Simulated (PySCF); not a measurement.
An unknown is described by computed data only.

Elements present: C, F, H, O and P. Monoisotopic mass: 117.9984 u.

| Quantity | Value |
| --- | --- |
| NMR, other nuclei | isotropic shieldings of nuclei other than C and H, by class: -1 (1 O), 345 (1 F), 221 (1 P) ppm [GIAO PBE0/pcSseg-1] |
| 1H NMR | chemical shifts (computed TMS as zero) by class: 8.57 (1 H), 2.55 (3 H) ppm [GIAO PBE0/pcSseg-1] |
| 13C NMR | chemical shifts (computed TMS as zero) by class: 182.6 (1 C), 181.2 (1 C), 153.0 (1 C), 13.2 (1 C) ppm [GIAO PBE0/pcSseg-1] |
| UV, strongest line | among the 8 lowest singlet transitions: S7 at 6.71 eV (185 nm, f = 0.320) [TDDFT B3LYP/def2-SVPD] |
| Rotational structure | rotational constants A, B, C: 3.290, 2.401, 1.400 GHz [GFN2-xTB] |
| UV, first state | lowest singlet excitation: 5.00 eV (248 nm, f = 0.059) [TDDFT B3LYP/def2-SVPD] |
| XPS | P2p3/2 136.4, C1s 291.4, C1s 291.6, C1s 292.1, C1s 292.4, O1s 540.4, F1s 693.1, P1s 2149.9 eV [ΔSCF SCAN, pcX-2 on the ionised atom, pcseg-1 elsewhere, spin-free X2C, 2p3/2 from a spin–orbit splitting computed afterwards within the 2p shell] |

The electronic properties come from PySCF, for the isolated species, density fitting. Levels stand in brackets. Geometry: GFN2-xTB; no solvent, vibrations or thermal averaging. NMR values are class means; diastereotopic atoms form classes of their own.

**Question.** Which formula fits the mass and the elements?

**Answer.** C4H4FOP (calculated 117.9984). No other formula that holds each of these elements comes within 0.0003 u with a fitting electron parity and a possible valence count.

**Question.** Give a SMILES that accounts for the data.

**Answer.** Numbering: `[CH3:1][c:2]1[o:3][cH:4][p:5][c:6]1[F:7]`. 4 carbons fall into 4 classes; from least to most shielded: aromatic CH next to a ring oxygen [C4] (182.6 ppm), aromatic C–F carbon [C6] (181.2 ppm), substituted aromatic carbon [C2] (153.0 ppm), benzylic-type carbon [C1] (13.2 ppm). Hydrogen classes from least to most shielded: 1 H on an aromatic CH next to a ring oxygen, C4 (8.57 ppm), 3 H on a benzylic-type carbon, C1 (2.55 ppm). The other shieldings belong to: -1 ppm, furan-type oxygen [O3]; 345 ppm, aryl fluorine [F7]; 221 ppm, phosphorus bonded to 2 C [P5]. The core levels belong to: P2p3/2 136.4 eV, phosphorus bonded to 2 C [P5]; C1s 291.4 eV, benzylic-type carbon [C1]; C1s 291.6 eV, aromatic CH next to a ring oxygen [C4]; C1s 292.1 eV, substituted aromatic carbon [C2]; C1s 292.4 eV, aromatic C–F carbon [C6]; O1s 540.4 eV, furan-type oxygen [O3]; F1s 693.1 eV, aryl fluorine [F7]; P1s 2149.9 eV, phosphorus bonded to 2 C [P5]. S1 is mainly HOMO→LUMO (weight 0.80); the largest Löwdin shares of the orbital it empties are 0.30 on the aromatic CH next to a ring oxygen, 0.21 on the substituted aromatic carbon, 0.15 on the phosphorus bonded to 2 C and 0.12 on the aromatic C–F carbon, of the orbital it fills 0.36 on the phosphorus bonded to 2 C, 0.30 on the aromatic CH next to a ring oxygen, 0.15 on the furan-type oxygen and 0.07 on the aromatic C–F carbon. The optimised geometry has point group Cs and is an asymmetric top. Structure: `CC1=C(F)P=CO1`. Computed isomers that give other values at the same levels: `Cc1oc(F)cp1` (13C chemical shifts (computed TMS as zero) by class: 197.4 (1 C), 169.1 (1 C), 99.9 (1 C), 22.3 (1 C) ppm); `Cc1pcoc1F` (13C chemical shifts (computed TMS as zero) by class: 180.2 (1 C), 168.5 (1 C), 114.2 (1 C), 11.8 (1 C) ppm); `Cc1cpc(F)o1` (13C chemical shifts (computed TMS as zero) by class: 209.1 (1 C), 153.0 (1 C), 125.1 (1 C), 18.9 (1 C) ppm). The assignments are read from this structure; whether some other isomer fits the data as well wasn't checked.
